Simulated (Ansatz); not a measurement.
Reaction (formal loss of a carbene): `C[SiH](N)[TeH]` → `[CH2]` (triplet) + `N[SiH2][TeH]`

Gas-phase electronic energies from Ansatz, PBE0-D4/def2-TZVP geometries. CCSD(T)/CBS adds triple-zeta CCSD(T) − MP2 to the extrapolated MP2 energy (def2 sets, frozen cores). This one scheme is used for every species. DFT in def2-TZVPP. Triplets are unrestricted, without spin–orbit coupling. Elements past krypton have def2 core potentials. For Te outer-core shells are correlated without core-valence functions, which leaves a few kJ/mol of doubt a bond. One conformer a species, not always the lowest.

```csv
species,B2PLYP energy (Eh)
`C[SiH](N)[TeH]`,-654.31659
`[CH2]` (triplet),-39.12698
`N[SiH2][TeH]`,-615.01066
```

(1) Work out ΔE.

Largest T1 diagnostic among the species: 0.011.

Results:

(1) ΔE = (-39.12698) + (-615.01066) − (-654.31659) = 0.17895 Eh = +112.3 kcal/mol. CCSD(T)/CBS gives +115.4 kcal/mol.

In def2-TZVPP, CCSD(T) changes the Hartree–Fock value by +33.6 kcal/mol (the triples alone add +2.7 kcal/mol) and MP2 by +37.4 kcal/mol. The D4 term adds +3.2 kcal/mol with B3LYP and +1.7 kcal/mol with PBE0; it sums over pairs of atoms, weighted by their polarisabilities, and B3LYP, whose exchange is more repulsive, gets the larger term.

B3LYP here is the variant with VWN-RPA as its local correlation; programs differ in this.
